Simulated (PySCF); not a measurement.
From one molecule to another.

First species: C5H7F3Se.
SMILES: `FC(CC(CC)=[Se])(F)F`

Second species: C5H8F2.
Numbering: `[CH3:1]/[CH:2]=[CH:3]\[CH2:4][CH:5]([F:6])[F:7]` (hydrogens: H8, H9, H10 on C1; H11 on C2; H12 on C3; H13, H14 on C4; H15 on C5)

Levels: wB97X-D/def2-SVPD for dipole moment, HOMO energy, LUMO energy, HOMO–LUMO gap, static isotropic polarisability and electronic spatial extent ⟨r²⟩ about the centre of nuclear charge; TDDFT wB97X-D/def2-SVPD for lowest singlet excitation; TDA wB97X-D/def2-SVPD for lowest triplet excitation (Tamm–Dancoff); ΔSCF wB97X-D/def2-SVPD for vertical ionisation energy; PBE0-D3(BJ)/def2-SVP for rotational constant A and rotational constant C. Geometries: PBE0-D3(BJ)/def2-SVP. Each species is one conformer at its optimised geometry, gas phase, non-relativistic unless stated; the electronic structure was computed with PySCF and density fitting.

The conformers computed, where there is a choice (atom-mapped SMILES and torsion angles):
- `[CH3:1][CH2:2][C:3](=[Se:4])[CH2:5][C:6]([F:7])([F:8])[F:9]`: C1–C2–C3–Se4 3°, C2–C3–C5–C6 86°, C3–C5–C6–F7 60°
- `[CH3:1]/[CH:2]=[CH:3]\[CH2:4][CH:5]([F:6])[F:7]`: C2–C3–C4–C5 -122°, C3–C4–C5–F6 180°

Values for the first species:

| Quantity | Value |
| --- | --- |
| Dipole moment | 2.69 D |
| HOMO energy | -8.24 eV |
| LUMO energy | -0.90 eV |
| HOMO–LUMO gap | 7.34 eV |
| Lowest singlet excitation | 2.12 eV |
| Lowest triplet excitation (Tamm–Dancoff) | 1.71 eV |
| Static isotropic polarisability | 91.4 au |
| Vertical ionisation energy | 8.46 eV |
| Electronic spatial extent ⟨r²⟩ about the centre of nuclear charge | 1876 bohr² |
| Rotational constant A | 1.689 GHz |
| Rotational constant C | 0.553 GHz |

Task: Estimate the same properties for the second species, and the change in each.

Result: 
```
                                                         property       first      second  second less first
                                                    dipole moment      2.69 D      2.62 D            -0.07 D
                                                      HOMO energy    -8.24 eV    -9.27 eV           -1.03 eV
                                                      LUMO energy    -0.90 eV     1.93 eV           +2.83 eV
                                                    HOMO–LUMO gap     7.34 eV    11.20 eV           +3.86 eV
                                        lowest singlet excitation     2.12 eV     7.29 eV           +5.17 eV
                         lowest triplet excitation (Tamm–Dancoff)     1.71 eV     4.44 eV           +2.73 eV
                                  static isotropic polarisability     91.4 au     64.8 au           -26.6 au
                                       vertical ionisation energy     8.46 eV     9.56 eV           +1.10 eV
electronic spatial extent ⟨r²⟩ about the centre of nuclear charge  1876 bohr²  1040 bohr²         -836 bohr²
                                            rotational constant A   1.689 GHz   5.727 GHz         +4.038 GHz
                                            rotational constant C   0.553 GHz   1.081 GHz         +0.528 GHz
```

On the first: The principal polarisabilities are 71.7, 94.3 and 108.3 au; their mean is the isotropic value. The ΔSCF ionisation energy exceeds −ε(HOMO) by 0.22 eV with wB97X-D. The calculation is non-relativistic and has no spin–orbit coupling, an omission that weighs most on selenium.

On the second: No computed singlet falls in the visible range (750 to 380 nm, 1.65 to 3.26 eV); S1 lies 4.03 eV above its blue end. The 10 singlets span 7.29 to 9.42 eV, and their oscillator strengths add up to 0.66.
